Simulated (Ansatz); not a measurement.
The H–H spacing of H6 ring is stretched (multiplicity 1).
Geometry at rest (charge 0, multiplicity 1):
| atom | x (Å) | y (Å) | z (Å) |
|---|---|---|---|
| H | 0.9000 | 0.0000 | 0.0000 |
| H | 0.4500 | 0.7794 | 0.0000 |
| H | -0.4500 | 0.7794 | 0.0000 |
| H | -0.9000 | 0.0000 | 0.0000 |
| H | -0.4500 | -0.7794 | 0.0000 |
| H | 0.4500 | -0.7794 | 0.0000 |

Codes used: Ansatz (Gaussian orbitals). Values without a source in brackets are computed.

FIC-MRCISD+Q on CASSCF(6,6)/cc-pVTZ, total energies (hartree):

```
R (Å)     CASSCF     MRCISD  weight c² of the reference
-----  ---------  ---------  --------------------------
0.900  -3.305557  -3.393300                     0.96936
1.800  -3.093786  -3.122098                     0.98214
3.600  -2.999307  -2.999513                     0.99987
```

**Question.** Add the Davidson correction (E_MRCISD − E_CASSCF)(1 − c²)/c² and give the energies above the first point at the three levels.

**Answer.** 
Corrections (hartree): -0.002774, -0.000515, 0.000000. Above the first point (kcal/mol):
- R = 1.800 Å: CASSCF 132.9, MRCISD 170.2, with the correction 171.6
- R = 3.600 Å: CASSCF 192.2, MRCISD 247.1, with the correction 248.8

Ansatz is a first-principles code.
